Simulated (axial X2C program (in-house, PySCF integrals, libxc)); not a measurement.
Excited states of GaF by EOM-EE-CCSD

Calculated with an in-house all-electron X2C program for linear molecules (integrals from PySCF): two-component X2C with atomic mean-field Coulomb and Gaunt terms, Gaussian nuclei, basis Ga dyall-acv3z, F dyall-av3z with contracted cores.

R = 1.788 Å (near the PBE0 minimum at charge 0 of the determinant lowest at the starting distance; the state shown can have its own minimum elsewhere).

Hartree–Fock spinors of GaF (one of each Kramers pair; a window near the gap, which can cut inner shells):

| ω | occupied | ε (eV) | character |
| --- | --- | --- | --- |
| 3/2 | yes | -31.80 | 100% Ga d |
| 1/2 | yes | -31.72 | 97% Ga d |
| 1/2 | yes | -17.23 | 83% F p, 11% Ga s |
| 1/2 | yes | -15.70 | 92% F p, 3% Ga d, 3% Ga f |
| 3/2 | yes | -15.65 | 92% F p, 3% Ga d, 3% Ga f |
| 1/2 | yes | -10.18 | 62% Ga s, 18% Ga p, 14% F p |
| 1/2 | no | 0.40 | 93% Ga p, 4% F p, 2% Ga d |
| 3/2 | no | 0.41 | 93% Ga p, 4% F p, 2% Ga d |
| 1/2 | no | 0.66 | 91% Ga p, 8% Ga s |
| 1/2 | no | 0.99 | 87% Ga s, 8% Ga p, 3% Ga d |
| 1/2 | no | 1.36 | 88% Ga p, 5% F p, 5% Ga d |
| 3/2 | no | 1.39 | 88% Ga p, 5% F p, 5% Ga d |

Vertical excitation energies from the closed-shell determinant state of GaF:

```json
{"Ω": "0⁻", "excitation (eV)": "3.851", "cm⁻¹": "31062", "hole of the leading pair": "62% Ga sσ, 17% Ga pσ, 14% F pσ", "particle of the leading pair": "84% Ga pπ, 7% F pπ, 6% Ga dπ", "weight of the pair (for Ω = 0 its time-reversed partner can hold as much again)": "0.49", "singles weight": "0.98"}
{"Ω": "0⁺", "excitation (eV)": "3.851", "cm⁻¹": "31064", "hole of the leading pair": "62% Ga sσ, 17% Ga pσ, 14% F pσ", "particle of the leading pair": "84% Ga pπ, 7% F pπ, 6% Ga dπ", "weight of the pair (for Ω = 0 its time-reversed partner can hold as much again)": "0.49", "singles weight": "0.98"}
{"Ω": "1", "excitation (eV)": "3.888", "cm⁻¹": "31360", "hole of the leading pair": "62% Ga sσ, 17% Ga pσ, 14% F pσ", "particle of the leading pair": "84% Ga pπ, 7% F pπ", "weight of the pair (for Ω = 0 its time-reversed partner can hold as much again)": "0.50", "singles weight": "0.98"}
{"Ω": "2", "excitation (eV)": "3.926", "cm⁻¹": "31665", "hole of the leading pair": "62% Ga sσ, 17% Ga pσ, 14% F pσ", "particle of the leading pair": "84% Ga pπ, 7% F pπ, 6% Ga dπ", "weight of the pair (for Ω = 0 its time-reversed partner can hold as much again)": "0.98", "singles weight": "0.98"}
{"Ω": "1", "excitation (eV)": "5.886", "cm⁻¹": "47475", "hole of the leading pair": "52% Ga sσ, 24% F pσ, 19% Ga pσ", "particle of the leading pair": "83% Ga pπ, 10% F pπ", "weight of the pair (for Ω = 0 its time-reversed partner can hold as much again)": "0.48", "singles weight": "0.94"}
{"Ω": "0⁻", "excitation (eV)": "6.408", "cm⁻¹": "51686", "hole of the leading pair": "58% Ga sσ, 18% Ga pσ, 18% F pσ", "particle of the leading pair": "61% Ga pσ, 24% Ga dσ, 7% F sσ", "weight of the pair (for Ω = 0 its time-reversed partner can hold as much again)": "0.48", "singles weight": "0.97"}
{"Ω": "1", "excitation (eV)": "6.408", "cm⁻¹": "51687", "hole of the leading pair": "58% Ga sσ, 18% Ga pσ, 18% F pσ", "particle of the leading pair": "61% Ga pσ, 24% Ga dσ, 7% F sσ", "weight of the pair (for Ω = 0 its time-reversed partner can hold as much again)": "0.97", "singles weight": "0.97"}
{"Ω": "0⁻", "excitation (eV)": "7.415", "cm⁻¹": "59809", "hole of the leading pair": "58% Ga sσ, 18% Ga pσ, 18% F pσ", "particle of the leading pair": "85% Ga sσ, 11% Ga pσ", "weight of the pair (for Ω = 0 its time-reversed partner can hold as much again)": "0.48", "singles weight": "0.97"}
{"Ω": "1", "excitation (eV)": "7.415", "cm⁻¹": "59809", "hole of the leading pair": "58% Ga sσ, 18% Ga pσ, 18% F pσ", "particle of the leading pair": "85% Ga sσ, 11% Ga pσ", "weight of the pair (for Ω = 0 its time-reversed partner can hold as much again)": "0.97", "singles weight": "0.97"}
{"Ω": "0⁺", "excitation (eV)": "7.442", "cm⁻¹": "60023", "hole of the leading pair": "56% Ga sσ, 19% F pσ, 18% Ga pσ", "particle of the leading pair": "75% Ga pσ, 14% Ga dσ", "weight of the pair (for Ω = 0 its time-reversed partner can hold as much again)": "0.46", "singles weight": "0.95"}
```

This point took 33 s on 1 thread of Intel(R) Xeon(R) Processor @ 2.30GHz, on a shared host.

Reference electrons by ω block (each with its −ω partner): 1/2: 14, 3/2: 5, 5/2: 1. 10 electrons of GaF correlated (inner shells frozen), 88 natural virtual spinors (a truncated set); levels can be off by some tenths of an eV. Roots sought by Ω: (0: 5, 1: 4, 2: 3, 3: 1); the list ends where they run out and leaves out roots under 60 % singles weight. The solver can skip a root, and states that need a further excitation, which the method places far too high, are missing though they may lie low or lowest. T1 of the reference 0.018 (Lee–Taylor). Number of frozen shells: Ga 3 s, 2 p, 1 d; F 1 s.
